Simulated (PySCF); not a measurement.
# Correlation energy of In (indium, neutral)

[Kr] 4d10 5s2 5p1, 2P determinant. Calculation: PySCF 2.14, in aug-cc-pwCVTZ-DK3 with one added diffuse shell each of s, p, d, f type (11s10p8d5f1g, 125 functions); the spin-free X2C one-electron Hamiltonian (Gaussian nucleus). Frozen: [Kr] 4d10; 3 electrons correlated.

MP2 pair energies summed by pair of shells (mhartree):

```
 pair  energy  share (%)
5s-5s  -18.12       58.5
5s-5p  -12.85       41.5
```

Total MP2 correlation energy: -30.97 mhartree.

Same-spin part -2.29 and opposite-spin part -28.68 mhartree; SCS-MP2 scales them by 1/3 and 6/5 to -35.18 mhartree.
